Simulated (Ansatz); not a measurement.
Born–Oppenheimer molecular dynamics of H5NSi + H5NSi (14 atoms, charge 0, multiplicity 1). It goes on from the last frame of an earlier run, with new velocities.

All numbers below come from RKS B3LYP-D4/6-31G (Ansatz).

```
ensemble                      : NVE (velocity Verlet)
time step                     : 1 fs
steps asked                   : 250
starting velocities drawn for : 400 K
masses                        : H 2.014 u
seed                          : 374799
```

First frame:

```xyz
14
Properties=species:S:1:pos:R:3
Si 0.955 0.348 -2.113
N -0.666 -0.164 -1.498
H 1.069 1.870 -2.513
H 1.944 0.093 -1.095
H 1.398 -0.316 -3.403
H -0.763 -0.475 -0.548
H -1.543 -0.210 -2.023
Si 0.117 0.376 1.842
N -1.008 -1.010 1.913
H 1.360 -0.302 1.460
H -0.295 1.201 0.748
H 0.158 1.232 3.184
H -2.015 -0.893 1.977
H -0.653 -1.925 2.052
```

Q: How far do the bonds stretch over the last three quarters of this one trajectory? (Pairs bonded in most of those frames.)

A: 
```
   bond  mean (Å)  spread (Å)  shortest  longest
 Si1–N2     1.768       0.040      1.70     1.85
 Si1–H3     1.514       0.061      1.42     1.60
 Si1–H4     1.516       0.048      1.44     1.60
 Si1–H5     1.508       0.013      1.48     1.54
  N2–H6     1.019       0.041      0.95     1.09
  N2–H7     1.016       0.048      0.94     1.09
 Si8–N9     1.784       0.034      1.73     1.84
Si8–H10     1.509       0.059      1.42     1.60
Si8–H11     1.511       0.053      1.43     1.61
Si8–H12     1.522       0.060      1.43     1.61
 N9–H13     1.011       0.013      0.98     1.04
 N9–H14     1.012       0.011      0.99     1.03
```

Mean temperature of the second half: 342 K. The conserved energy stayed within 0.9 meV per atom of its start (net change -0.0029 meV per atom), so the integration is sound. A run of 0.25 ps of so small a system gives no equilibrium averages. Limits of this set-up: no polarisation functions.

Run time: 15 min on 1 thread of Arm Neoverse V1 (shared host), peak memory 0.14 GiB.
